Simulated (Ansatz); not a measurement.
Basis sets compared for `OB(O)C12CC3CC(CC(C3)C1)C2`. The state is a singlet with charge 0. Geometry PBE-D4/def2-SVP. Ansatz on 4 threads of Intel Xeon on a shared host; times are rough, and most runs start from earlier orbitals.

Cartesian coordinates in Å:
```
O -2.3506 2.2560 1.0139
B -0.9885 2.0814 1.1368
O -0.1656 2.9666 1.7973
C -0.3493 0.7949 0.4611
C -1.0896 -0.4863 0.9363
C -0.5143 -1.7348 0.2392
C 0.9852 -1.8643 0.5713
C 1.7333 -0.6096 0.0795
C 1.5554 -0.4736 -1.4456
C 0.0569 -0.3424 -1.7809
C -0.6912 -1.5956 -1.2856
C -0.5186 0.9053 -1.0824
C 1.1582 0.6386 0.7768
H -2.6968 3.0652 1.4298
H -0.6236 3.7386 2.1744
H -2.1758 -0.3938 0.7237
H -0.9881 -0.5925 2.0394
H -1.0554 -2.6381 0.5959
H 1.4064 -2.7751 0.0918
H 1.1237 -1.9847 1.6680
H 2.8145 -0.7027 0.3206
H 2.1083 0.4173 -1.8156
H 1.9870 -1.3584 -1.9630
H -0.0727 -0.2410 -2.8805
H -1.7712 -1.5199 -1.5387
H -0.3020 -2.5014 -1.8003
H -1.5941 1.0234 -1.3351
H 0.0011 1.8164 -1.4544
H 1.7091 1.5467 0.4508
H 1.3081 0.5636 1.8756
```

B3LYP takes the VWN-RPA correlation.

Binding counts from free atoms (O triplet, B doublet, C triplet, H doublet) in the same basis, without a counterpoise term.

```json
{"level": "HF/STO-3G", "functions": "82", "energy (Eh)": "-556.2555", "HOMO (eV)": "-8.82", "LUMO (eV)": "9.52", "binding per atom (eV)": "4.16", "wall time": "2.2 s"}
{"level": "HF/6-31G", "functions": "151", "energy (Eh)": "-562.8862", "HOMO (eV)": "-10.17", "LUMO (eV)": "4.70", "binding per atom (eV)": "3.23", "wall time": "6.5 s"}
{"level": "PBE-D4/def2-SVP", "functions": "267", "energy (Eh)": "-565.6351", "HOMO (eV)": "-5.93", "LUMO (eV)": "-0.10", "binding per atom (eV)": "4.75", "wall time": "10 s"}
{"level": "B3LYP-D4/6-31G", "functions": "151", "energy (Eh)": "-566.6283", "HOMO (eV)": "-6.88", "LUMO (eV)": "0.73", "binding per atom (eV)": "4.46", "wall time": "11 s"}
{"level": "PBE0-D4/def2-SVP", "functions": "267", "energy (Eh)": "-565.7144", "HOMO (eV)": "-7.22", "LUMO (eV)": "0.86", "binding per atom (eV)": "4.68", "wall time": "17 s"}
```

Q: Estimate the rows for PBE-D4/def2-TZVP (with forces), B3LYP-D4/def2-TZVP, PBE0-D4/def2-TZVP (with forces).

A: 
| level | functions | energy (Eh) | HOMO (eV) | LUMO (eV) | binding per atom (eV) | wall time |
| --- | --- | --- | --- | --- | --- | --- |
| PBE-D4/def2-TZVP (with forces) | 505 | -566.2428 | -6.02 | -0.68 | 4.68 | 31 s |
| B3LYP-D4/def2-TZVP | 505 | -567.0054 | -7.11 | -0.21 | 4.55 | 50 s |
| PBE0-D4/def2-TZVP (with forces) | 505 | -566.3138 | -7.27 | 0.19 | 4.61 | 89 s |
